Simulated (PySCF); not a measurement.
SnClI₃, SMILES [Cl][Sn]([I])([I])[I]. Coordinates come from a PBE-D3(BJ)/def2-SVP optimisation. The def2 effective core potentials stand for the cores of I, Sn; spin–orbit coupling is left out.

Computed equilibrium geometry at PBE-D3(BJ)/def2-SVP (PySCF confirms it by a frequency run) as Cartesian coordinates in Å, and its point group:
point group C3v.
```xyz
5

Cl     0.0000     0.0000     2.7821
Sn     0.0000     0.0000     0.4179
I     -2.2221     1.2830    -0.4289
I      0.0000    -2.5659    -0.4289
I      2.2221     1.2830    -0.4289
```
Charge 0, spin multiplicity 1.
